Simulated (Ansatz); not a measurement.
Cost and result for the atomization energy of Cl$_{3}$F$_{2}$HSi$_{2}$ (`F[Si](F)(Cl)[SiH](Cl)Cl`) (8 atoms, 7 bonds).

The species carries charge 0 and has multiplicity 1. The geometry is a stationary point of PBE0-D4/def2-TZVP. It is one conformer, not always the lowest. Program: Ansatz. All runs use 2 threads of an AMD EPYC 7R13 on a shared host and a share of an NVIDIA H100 80 GB. Times are those of one run each, without the atoms' runs, and a repeat can differ threefold. Electronic energies, without spin–orbit coupling; frozen cores. CCSD(T)/CBS extrapolates def2-TZVPP and def2-QZVPP, and its time is that of the two runs behind it. T1 = 0.011. B3LYP takes the VWN-RPA correlation (the form of Gaussian; ORCA's B3LYP/G).

CCSD(T)/CBS is a level of theory with its own doubt, some kJ/mol a heavy atom from the limit and from the frozen cores, so smaller differences don't rank the functionals.

```csv
level,functions,wall time
LDA (SPW92)/def2-TZVPP,286,2.6 s
r2SCANh-D4/def2-TZVPP,286,3.3 s
PBE0-D4/def2-TZVPP,286,3.4 s
CCSD(T)/def2-SVP,123,3.8 s
B97M-V/def2-TZVPP,286,3.9 s
revPBE-D4/def2-TZVPP,286,5.5 s
B3LYP-D4/def2-TZVPP (with forces),286,5.5 s
B2PLYP/def2-TZVPP,286,6 s
ωB97X-V/def2-TZVPP,286,8.5 s
ωB97M-V/def2-TZVPP (with forces),286,11 s
CCSD(T)/def2-TZVPP,286,15 s
CCSD(T)/def2-QZVPP,494,89 s
CCSD(T)/CBS(def2),–,100 s
```

(1) What atomization energy does each give, and how far from CCSD(T)/CBS? (An estimate is asked.)

## Answers

(1) The calculation gave: 
```json
{"level": "LDA (SPW92)/def2-TZVPP", "atomization (kcal/mol)": "801.8", "difference from CCSD(T)/CBS": "95.7", "per bond": "13.7"}
{"level": "r2SCANh-D4/def2-TZVPP", "atomization (kcal/mol)": "699.2", "difference from CCSD(T)/CBS": "-6.9", "per bond": "-1.0"}
{"level": "PBE0-D4/def2-TZVPP", "atomization (kcal/mol)": "695.9", "difference from CCSD(T)/CBS": "-10.2", "per bond": "-1.5"}
{"level": "CCSD(T)/def2-SVP", "atomization (kcal/mol)": "626.5", "difference from CCSD(T)/CBS": "-79.6", "per bond": "-11.4"}
{"level": "B97M-V/def2-TZVPP", "atomization (kcal/mol)": "708.6", "difference from CCSD(T)/CBS": "2.5", "per bond": "0.3"}
{"level": "revPBE-D4/def2-TZVPP", "atomization (kcal/mol)": "689.1", "difference from CCSD(T)/CBS": "-17.0", "per bond": "-2.4"}
{"level": "B3LYP-D4/def2-TZVPP (with forces)", "atomization (kcal/mol)": "688.0", "difference from CCSD(T)/CBS": "-18.1", "per bond": "-2.6"}
{"level": "B2PLYP/def2-TZVPP", "atomization (kcal/mol)": "684.5", "difference from CCSD(T)/CBS": "-21.6", "per bond": "-3.1"}
{"level": "ωB97X-V/def2-TZVPP", "atomization (kcal/mol)": "704.7", "difference from CCSD(T)/CBS": "-1.4", "per bond": "-0.2"}
{"level": "ωB97M-V/def2-TZVPP (with forces)", "atomization (kcal/mol)": "702.8", "difference from CCSD(T)/CBS": "-3.3", "per bond": "-0.5"}
{"level": "CCSD(T)/def2-TZVPP", "atomization (kcal/mol)": "676.1", "difference from CCSD(T)/CBS": "-30.0", "per bond": "-4.3"}
{"level": "CCSD(T)/def2-QZVPP", "atomization (kcal/mol)": "694.2", "difference from CCSD(T)/CBS": "-11.9", "per bond": "-1.7"}
{"level": "CCSD(T)/CBS(def2)", "atomization (kcal/mol)": "706.1", "difference from CCSD(T)/CBS": "0.0", "per bond": "0.0"}
```

In def2-TZVPP, CCSD(T) changes the Hartree–Fock value by +155.6 kcal/mol (the triples alone add +13.7 kcal/mol) and MP2 by +188.1 kcal/mol; breaking electron pairs costs correlation energy, which Hartree–Fock lacks. From PBE to PBE0 (25 % exact exchange), in def2-TZVPP and without D4, the atomization energy moves by −12.1 kcal/mol: exact exchange takes away binding that semilocal exchange gives to molecules. At CCSD(T), def2-SVP lies −79.6 kcal/mol from the extrapolated value and def2-TZVPP −30.0 kcal/mol: correlation converges slowly with the basis, and small sets miss more of it in the bonded molecule than in its fragments.
